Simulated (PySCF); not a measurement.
# Removal energies of Pr⁴⁹⁺ from EOM-IP-GCCSD

Reference: closed-shell Pr⁴⁹⁺, [Ne]; one electron is removed. Calculated with PySCF 2.14, two-component X2C-1e with screened spin-orbit coupling, an uncontracted even-tempered set (17 s from 6.8 bohr⁻², ratio 2.6; 13 p from 8.9 bohr⁻², ratio 2.6; 6 d from 9.1 bohr⁻², ratio 2.8; 3 f from 200 bohr⁻², ratio 2.8); frozen 1s2; the 48 highest virtual spinors dropped; of the others 44 kept and the rest restored at second order. No Breit or QED terms. Binding energies in eV.

```
level  Koopmans  second order  EOM-CCSD
2s1/2   10235.9       10232.7   10232.7
2p1/2    9893.6        9891.2    9891.2
2p3/2    9388.8        9386.9    9387.0
```

For comparison, the ionisation energy of Pr⁴⁹⁺ is 9378 ± 4 eV (theoretical estimate listed by NIST; NIST Atomic Spectra Database, ionization energies).
